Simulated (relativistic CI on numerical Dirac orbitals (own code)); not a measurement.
## Rh7+ (4d2) in a crystal field

Calculated by Dirac-Coulomb-Breit CI, KLI orbitals optimised for each configuration, model QED, valence Slater integrals scaled by 0.9, one configuration in a parametric crystal field (own radial code). With so little scaling, terms lie 10 to 35 % too far apart, which can change the order of excited levels.

Field parameters in Wybourne normalisation: Oh B⁴₀ = 21Dq, B⁴₄ = √(5/14) B⁴₀. The field is a parameter set, without covalency.

S is read from ⟨S²⟩ = S(S + 1).

Levels (cm⁻¹, degeneracy): 0 (2), 127 (3), 2694 (3), 3754 (1), 16195 (3), 16502 (2), 35267 (1), 40923 (1), 41489 (3), 42364 (3), 42428 (2), 53404 (1).

Task: Which field gives this pattern?
A. Oh, 10Dq = 42600 cm⁻¹
B. Oh, 10Dq = 8500 cm⁻¹
C. Oh, 10Dq = 15350 cm⁻¹
D. Oh, 10Dq = 28950 cm⁻¹

Result: A. Oh, 10Dq = 42600 cm⁻¹, ground level with S = 0.99.
